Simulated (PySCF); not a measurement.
These compounds are isomers of formula C7H12.

A. SMILES CC1(CC=C)CC1
B. `C(=C)[C@H](C)C1CC1`
C. `[C@H]12CC[C@H](CC1)C2`
D. `C(=C)(/C=C/C)CC`

Spectrum 1. 13C{1H} NMR (computed): δ 157.0 (C), 139.2 (CH), 133.2 (CH), 120.9 (CH2), 30.9 (CH2), 22.9 (CH3), 18.6 (CH3).

Spectrum 2. 13C{1H} NMR (computed): δ 154.3 (CH), 118.4 (CH2), 51.4 (CH), 23.7 (CH3), 20.9 (CH), 6.9 (CH2), 6.3 (CH2).

Spectrum 3. 13C{1H} NMR (computed): δ 148.0 (CH), 122.2 (CH2), 49.7 (CH2), 24.5 (CH3), 17.5 (C), 14.4 (CH2).

Spectrum 4. 13C{1H} NMR (computed): δ 39.8 (CH2), 39.8 (CH), 32.5 (CH2).

- geometry: GFN2-xTB
- σ from GIAO-PBE0/pcSseg-1
- run in PySCF 2.14
- averaged over atoms made equivalent by symmetry, fast rotation or ring inversion, non-relativistic, gas phase, a single conformation

References, each an isolated molecule treated in the same way: TMS for 13C (σ = 186.93 ppm). Shifts are as computed. Against solution values, carbons near 30 ppm lie about +3 ppm off and those near 130 ppm about +5 ppm. Of 1211 compounds with measured shifts, 218 miss one by over three times the rms of a fit or turn the order of signals round; such compounds aren't used in these exercises.

**Question.** Which spectrum belongs to which compound?

**Answer.** 1–D, 2–B, 3–A, 4–C.

- Spectrum 1 (D): 7 13C signals; δC 157.0 is a fully substituted alkene carbon; δC 139.2 is an alkene CH.
- Spectrum 2 (B): 7 13C signals; δC 154.3 is an alkene CH; δC 118.4 is a terminal =CH2 carbon.
- Spectrum 3 (A): 6 13C signals; δC 148.0 is an alkene CH; δC 122.2 is a terminal =CH2 carbon.
- Spectrum 4 (C): 3 13C signals; δC 39.8 is an sp3 CH2 in a ring; δC 39.8 is an sp3 CH in a ring.
